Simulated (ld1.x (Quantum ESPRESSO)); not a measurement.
## Pseudopotential generation for Br: TM, PBE, scalar-relativistic.

- Element: Br (Z = 35)
- Generator: ld1.x (Quantum ESPRESSO) 7.5
- Type: norm-conserving Troullier–Martins (Kleinman–Bylander form)
- Functional: PBE
- Relativity: scalar-relativistic
- Frozen core: [Ar] 3d10
- Valence charge: 7
- Reference configuration: 4s2 4p5
- Partial waves: 4s (bound): rc 0.86 bohr; 4p (bound): rc 1.45 bohr; 4d channel at 0.25 Ry: rc 1.10 bohr
- Local potential: all-electron potential smoothed inside 0.90 bohr (lloc = -1)
- Core correction: a·sin(br)/r model core inside 0.70 bohr

All-electron outer shells of the reference configuration (PBE, scalar-relativistic, ld1.x):

```csv
shell,level (eV),outermost node (bohr),outermost maximum (bohr)
3p,-173.49,0.21,0.48
3d,-66.72,–,0.43
4s,-20.13,0.67,1.41
4p,-7.86,0.70,1.66
```

What the tests gave:

```json
{
  "Cutoffs needed": "over 300 Ry and over 300 Ry (the cutoffs (Ry, on a coarse ladder) from which the occupation-weighted sum of valence levels, in a spherical-Bessel basis at the reference potential, stays within 10 and 1 mRy of its value at 400 Ry)",
  "Ghost test": "ghost states, extra bound levels that the all-electron valence spectrum of the same l lacks: s at -5154.1 eV, d at -168.1 eV, s at -101.7 eV; a true bound ghost makes a file unfit for plane-wave use (spherical-Bessel basis up to 400 Ry, 20 bohr box)",
  "Largest excitation error": "-74 meV (all-electron minus pseudo) for 4s1 4p6, out of 7 test configurations"
}
```

Generation and tests took about 1.6 s on one core of a shared server CPU.
